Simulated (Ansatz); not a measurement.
```yaml
crystal:
  periodic: [false, false, false]
  atoms:
    - {symbol: C, position_ang: [-2.152053, -0.521389, -0.004542]}
    - {symbol: C, position_ang: [-1.228599, 0.443796, -0.087081]}
    - {symbol: B, position_ang: [0.278241, 0.115487, -0.015043]}
    - {symbol: C, position_ang: [0.874061, -1.185274, -0.638018]}
    - {symbol: Ga, position_ang: [1.543167, 1.494060, 0.946041]}
    - {symbol: F, position_ang: [1.962644, 2.902995, -0.053284]}
    - {symbol: H, position_ang: [-1.875383, -1.571571, 0.007834]}
    - {symbol: H, position_ang: [-3.212757, -0.306295, 0.088671]}
    - {symbol: H, position_ang: [-1.583312, 1.473341, -0.065594]}
    - {symbol: H, position_ang: [1.374975, -0.866610, -1.565588]}
    - {symbol: H, position_ang: [1.655938, -1.659333, -0.038850]}
    - {symbol: H, position_ang: [0.131950, -1.934407, -0.929054]}
    - {symbol: H, position_ang: [2.231130, 1.615211, 2.354496]}
basis:
  gaussian: {orbitals: def2-TZVPP}
hamiltonian: {xc: {name: HF}}
correlation: {active_space: {window: {electrons: 3, orbitals: 2}}}
```

```sh
$ ansatz run in.yaml --threads 2 --pin off --events-out ev --progress --plain --max-ram 32768MiB --backend cuda --devices 0, --max-vram 18GiB
```

Shortened log:

```
Functional definition: HF
1819 factors; integrals over basis functions are off by at most 1.1e-3 eV
mean field evaluation 1: about -58911.4146 eV, gradient 4.8e1 eV
mean field evaluation 2: about -58911.6004 eV, gradient 4.8e1 eV
mean field evaluation 4: about -58916.9264 eV, gradient 5.3e0 eV
mean field evaluation 8: about -58917.0242 eV, gradient 3.9e-1 eV
mean field -58917.02491462 eV, -2165.1607302185 hartree, gradient 9.3e-6 eV, S^2 0.000000; 0 other end points of the search recorded, 0 dependent functions left out
reference -58917.02491462 eV, -2165.1607302185 hartree; 35, 35 occupied and 266, 266 virtual orbitals, 1819 factors
Error: 3 electrons in 2 orbitals form no window around the highest filled level of the reference
```

Something in this input is off. What?

The active space doesn't fit the electrons. The run stopped with an error.
